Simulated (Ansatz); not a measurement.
Consider the redistribution: `N[Si](N)(N)N` + `[Cl][GaH][Cl]` → `N[SiH](N)N` + `[NH2][Ga]([Cl])[Cl]`.

Calculated with Ansatz (gas phase, PBE0-D4/def2-TZVP geometries, no zero-point term in ΔE). CCSD(T)/CBS adds triple-zeta CCSD(T) − MP2 to the extrapolated MP2 energy (def2 sets, frozen cores). DFT in def2-TZVPP. HSE06 is defined as in plane-wave codes. For Ga outer-core shells are correlated without core-valence functions, which leaves a few kJ/mol of doubt a bond. Scalar relativity is left out up to krypton. One conformer a species, not always the lowest.

```tsv
level	ΔE (kJ/mol)	difference from CCSD(T)/CBS
B97M-V	34.9	15.4
HSE06-D4	25.1	5.6
CAM-B3LYP-D4	25.2	5.7
PBE-QIDH	21.4	1.9
r2SCANh	25.1	5.6
r2SCAN0	25.7	6.2
HSE06	23.5	4.0
CCSD/def2-SVP	5.1	-14.4
CCSD(T)/def2-SVP	3.8	-15.7
CCSD/CBS(def2)	20.2	0.7
CCSD(T)/CBS	19.5	0
```

Task: What do rigid-rotor, harmonic-oscillator terms from PBE0-D4/def2-TZVP frequencies (298.15 K, 1 bar) make of the CCSD(T)/CBS value? (Best estimate.)

Result: Computed: ΔZPE = +1.3 kJ/mol, ΔH = +21.9 kJ/mol, ΔS = 22 J/(mol·K), ΔG = +15.3 kJ/mol. Modes under 50 cm⁻¹ make the entropy rough.

Largest T1 diagnostic among the species: 0.011.

From BLYP to BHLYP (50 % exact exchange), in def2-TZVPP and without D4, ΔE moves by +4.2 kJ/mol. Leaving LDA and LC-ωPBE aside and taking each functional with its dispersion term where it has one, the values, not all of them listed here, spread over 14.7 kJ/mol, from B2PLYP to B97M-V. LDA lies +5.1 kJ/mol from PBE without D4.
